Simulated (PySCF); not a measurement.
Symmetry of computed structures. Theory: PBE0/pcSseg-1 in PySCF (dipole) on a GFN2-xTB geometry, gas phase. The symmetry is that of the one conformer found, every atom within 0.08 Å of its image; none is proved a minimum here.

(1) Point group, rotor type and polarity of `[CH2:1]=[CH:2][CH2:3]/[C:4](=[CH:5]/[O:6][SiH3:7])[CH:8]([F:9])[F:10]` with C1–C2–C3–C4 118°, C2–C3–C4–C5 -15°, C4–C5–O6–Si7 179°, C3–C4–C8–F9 -60°?

(2) chlorotrifluoroethylene, `FC(F)=C(F)Cl`: symmetry, top, dipole?

(3) What symmetry has `[CH3:1]/[N:2]=[CH:3]/[CH:4]1[CH2:5][O:6][CH2:7]1` with N2–C3–C4–C5 -131°, H–C1–N2–C3 0° (nearest H)?

Answers

(1) C1; asymmetric top; symmetry number 1; this conformer is chiral (no improper operation); dipole 3.52 D.

(2) Cs; asymmetric top; symmetry number 1; 2 operations, which sort the 6 atoms into 6 sets; dipole 0.42 D, in the ab plane, which is the mirror; A, B, C = 4490, 2229, 1490 MHz.

(3) Cs; near-prolate asymmetric top; symmetry number 1; 2 operations, which sort the 16 atoms into 12 sets; dipole 1.69 D, in the ac plane, which is the mirror; A, B, C = 9048, 1274, 1212 MHz.
